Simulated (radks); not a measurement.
Values are calculated unless marked as measured or tabulated.
All-electron atom: the europium ion Eu3+ in [Xe] 4f6. Level of theory: scalar-relativistic Kohn-Sham, r2SCAN, spin-polarised, spherical densities, finite nucleus; open shells are filled with parallel spins first (spin-orbit coupling, left out, can overturn this in heavy ions); meta-GGA in the generalised Kohn-Sham scheme; Fermi nuclear charge, rms radius 5.1115 fm (a radial shooting solver on a logarithmic mesh with Libxc functionals).

Local quantities along the radius. ELF = 1/(1 + alpha^2) is the electron localisation function; alpha = (tau - tau_W)/tau_unif compares the Pauli kinetic energy density with that of the uniform gas (summed over spins); 4 pi r^2 rho is in e/bohr; -r V(r) is the screened charge that the Kohn-Sham potential of spin up presents (atomic units); r v_xc is r times the local exchange-correlation potential of spin up (hartree bohr, multiplicative part alone). tau is taken from the large components.

| r (bohr) | ELF | alpha | 4 pi r^2 rho | -r V(r) | r v_xc |
|---|---|---|---|---|---|
| 0.001388 | 0.999 | 0.02475 | 6.587 | 62.56 | -0.1436 |
| 0.001603 | 0.999 | 0.02542 | 8.279 | 62.49 | -0.1563 |
| 0.001836 | 0.999 | 0.02627 | 10.23 | 62.41 | -0.1700 |
| 0.00212 | 0.999 | 0.02746 | 12.75 | 62.30 | -0.1864 |
| 0.002429 | 0.999 | 0.02890 | 15.61 | 62.20 | -0.2037 |
| 0.002783 | 0.999 | 0.03074 | 19.01 | 62.07 | -0.2231 |
| 0.003214 | 0.999 | 0.03322 | 23.24 | 61.92 | -0.2458 |
| 0.003683 | 0.999 | 0.03623 | 27.89 | 61.76 | -0.2693 |
| 0.004219 | 0.998 | 0.04007 | 33.17 | 61.57 | -0.2950 |
| 0.004873 | 0.998 | 0.04537 | 39.44 | 61.34 | -0.3245 |
| 0.005582 | 0.997 | 0.05195 | 45.92 | 61.09 | -0.3544 |
| 0.006396 | 0.996 | 0.06069 | 52.77 | 60.82 | -0.3862 |
| 0.007386 | 0.995 | 0.07329 | 60.17 | 60.48 | -0.4217 |
| 0.008462 | 0.992 | 0.08985 | 66.97 | 60.12 | -0.4570 |
| 0.009773 | 0.987 | 0.1148 | 73.51 | 59.70 | -0.4959 |
| 0.0112 | 0.978 | 0.1492 | 78.57 | 59.24 | -0.5343 |
| 0.01283 | 0.962 | 0.1997 | 82.12 | 58.74 | -0.5743 |
| 0.01481 | 0.927 | 0.2811 | 83.86 | 58.14 | -0.6168 |
| 0.01697 | 0.863 | 0.3981 | 83.50 | 57.49 | -0.6493 |
| 0.01945 | 0.754 | 0.5712 | 81.45 | 56.76 | -0.6532 |
| 0.02246 | 0.593 | 0.8277 | 78.22 | 55.84 | -0.6082 |
| 0.02573 | 0.445 | 1.117 | 75.33 | 54.89 | -0.5716 |
| 0.02948 | 0.350 | 1.363 | 73.99 | 53.92 | -0.6025 |
| 0.03404 | 0.327 | 1.434 | 75.67 | 52.84 | -0.6959 |
| 0.039 | 0.379 | 1.280 | 80.87 | 51.62 | -0.7061 |
| 0.04504 | 0.497 | 1.006 | 89.75 | 50.32 | -0.8285 |
| 0.0516 | 0.623 | 0.7782 | 99.46 | 48.97 | -0.9418 |
| 0.05912 | 0.712 | 0.6354 | 107.6 | 47.48 | -1.019 |
| 0.06828 | 0.746 | 0.5840 | 111.4 | 45.74 | -1.067 |
| 0.07823 | 0.713 | 0.6349 | 108.6 | 43.99 | -1.091 |
| 0.08962 | 0.607 | 0.8051 | 100.5 | 42.10 | -1.075 |
| 0.1035 | 0.444 | 1.118 | 90.13 | 39.95 | -1.012 |
| 0.1186 | 0.344 | 1.381 | 83.69 | 37.88 | -1.011 |
| 0.1369 | 0.366 | 1.317 | 84.13 | 35.59 | -1.031 |
| 0.1569 | 0.499 | 1.002 | 90.46 | 33.56 | -1.270 |
| 0.1798 | 0.653 | 0.7289 | 96.98 | 31.39 | -1.426 |
| 0.2076 | 0.741 | 0.5916 | 96.45 | 29.01 | -1.492 |
| 0.2378 | 0.729 | 0.6090 | 85.37 | 26.71 | -1.451 |
| 0.2725 | 0.590 | 0.8340 | 67.16 | 24.41 | -1.338 |
| 0.3147 | 0.323 | 1.447 | 48.93 | 21.93 | -1.125 |
| 0.3605 | 0.217 | 1.900 | 40.20 | 19.68 | -1.024 |
| 0.4131 | 0.340 | 1.393 | 40.90 | 17.81 | -1.331 |
| 0.477 | 0.605 | 0.8080 | 45.96 | 15.79 | -1.577 |
| 0.5465 | 0.726 | 0.6145 | 47.48 | 13.90 | -1.705 |
| 0.6312 | 0.718 | 0.6269 | 42.17 | 11.95 | -1.671 |
| 0.7231 | 0.614 | 0.7931 | 32.81 | 10.32 | -1.569 |
| 0.8285 | 0.446 | 1.114 | 23.45 | 8.888 | -1.428 |
| 0.9568 | 0.323 | 1.447 | 16.55 | 7.635 | -1.324 |
| 1.096 | 0.348 | 1.370 | 13.02 | 6.715 | -1.323 |
| 1.256 | 0.491 | 1.018 | 10.96 | 5.951 | -1.327 |
| 1.45 | 0.640 | 0.7500 | 8.900 | 5.304 | -1.319 |
| 1.662 | 0.693 | 0.6650 | 6.608 | 4.795 | -1.241 |
| 1.904 | 0.660 | 0.7183 | 4.274 | 4.365 | -1.089 |
| 2.199 | 0.526 | 0.9494 | 2.263 | 3.904 | -0.7898 |
| 2.519 | 0.318 | 1.465 | 1.033 | 3.711 | -0.6686 |
| 2.909 | 0.114 | 2.784 | 0.3627 | 3.353 | -0.3407 |
| 3.333 | 0.026 | 6.083 | 0.1080 | 3.299 | -0.2958 |
| 3.818 | 0.004 | 16.00 | 0.02533 | 3.201 | -0.2001 |
| 4.41 | 0.000 | 55.83 | 0.004098 | 3.109 | -0.1085 |
| 5.052 | 0.000 | 229.9 | 0.0005454 | 3.051 | -0.05075 |

On this mesh the ELF has minima near r = 0.034, 0.12, 0.36, 0.96 bohr, which separate the shells, and maxima near 0.068 (0.75), 0.21 (0.74), 0.55 (0.73), 1.7 (0.69).

Self-consistent cycle (total energy in hartree, residual of the potential): 1: -10832.40986, 1e+01; 2: -10840.70761, 5e+00; 3: -10843.05828, 9e-01; 4: -10843.15147, 8e-01; 5: -10843.26010, 6e-02; 6: -10843.26590, 5e-03; 7: -10843.26599, 9e-04; 8: -10843.26598, 5e-04; 9: -10843.26598, 7e-05; 10: -10843.26598, 1e-05; 11: -10843.26598, 1e-06.
